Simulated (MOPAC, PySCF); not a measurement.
CH6OSi, SMILES `[SiH2](C)O` (C–Si–O–H torsion 69°), neutral singlet in the gas phase. 

Cartesian coordinates (Å):
SMILES: C[SiH2]O
```xyz
9

C      1.1509     0.0825    -0.2146
Si    -0.5682    -0.3779     0.3365
O     -1.6296     0.8826     0.2246
H      1.1703     0.3619    -1.2713
H      1.5370     0.9219     0.3682
H      1.8294    -0.7653    -0.0824
H     -0.5725    -0.7564     1.7706
H     -1.0444    -1.5321    -0.4802
H     -1.8730     1.1828    -0.6513
```
Charge 0, multiplicity 1.

All levels are single points at this geometry (PBE0-D3(BJ)/def2-TZVP); Pople sets use spherical d functions. Orbital energies aren't observables, and empty levels follow the basis.

PBE/6-31G* in PySCF gives gap (eV) = 6.78.

Problem. Estimate the gap (eV) from each of these levels: PBE0-D3(BJ)/def2-TZVP in PySCF; B3LYP/3-21G in PySCF; B3LYP/LANL2DZ in PySCF; HF/6-31G* in PySCF; HF/STO-3G in PySCF; AM1 in MOPAC; PM6 in MOPAC; PM7 in MOPAC.

Solution. 
| level | gap (eV) |
|---|---|
| PBE0-D3(BJ)/def2-TZVP in PySCF | 8.91 |
| B3LYP/3-21G in PySCF | 8.90 |
| B3LYP/LANL2DZ in PySCF | 8.86 |
| HF/6-31G* in PySCF | 16.20 |
| HF/STO-3G in PySCF | 22.52 |
| AM1 in MOPAC | 12.36 |
| PM6 in MOPAC | 11.05 |
| PM7 in MOPAC | 12.41 |
